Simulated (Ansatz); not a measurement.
Reaction (cleavage of the Si–Si bond): `Cl[SiH2][SiH](Cl)Cl` + HI → `Cl[SiH2]I` + dichlorosilane

Program: Ansatz. Geometries: PBE0-D4/def2-TZVP. ΔE: electronic, gas phase. CBS: MP2 limit from def2 TZ/QZ plus the TZ coupled-cluster correction, frozen cores. Functionals use def2-TZVPP. B3LYP here is the variant with VWN-RPA as its local correlation; programs differ in this. Elements past krypton have def2 core potentials. For I outer-core shells are correlated without core-valence functions, which leaves a few kJ/mol of doubt a bond. One conformer a species, not always the lowest.

(1) Is it downhill or uphill in electronic energy at CCSD(T)/CBS, and by how much? (Estimate.)

(2) What do these levels give: PBE-D4, B97M-V, PBE0-D4, B3LYP-D4, r2SCAN0-D4, BHLYP-D4, ωB97M-V, r2SCANh, r2SCAN0, RPA@PBE/def2-TZVPP, CCSD(T)/def2-SVP, HF/def2-QZVPP? (Best estimate.)

Largest T1 diagnostic among the species: 0.010.

## Answers

(1) The calculation gave: Downhill: ΔE = -90.0 kJ/mol.

(2) Ansatz gave: PBE-D4 -73.7, B97M-V -77.2, PBE0-D4 -79.5, B3LYP-D4 -80.2, r2SCAN0-D4 -87.8, BHLYP-D4 -87.5, ωB97M-V -89.1, r2SCANh -87.4, r2SCAN0 -89.6, RPA@PBE/def2-TZVPP -80.3, CCSD(T)/def2-SVP -79.3, HF/def2-QZVPP -100.8 kJ/mol.

From PBE to PBE0 (25 % exact exchange), in def2-TZVPP and without D4, ΔE moves by −5.7 kJ/mol. The D4 term adds +5.8 kJ/mol with B3LYP and +3.7 kJ/mol with PBE0; it sums over pairs of atoms, weighted by their polarisabilities, and B3LYP, whose exchange is more repulsive, gets the larger term.
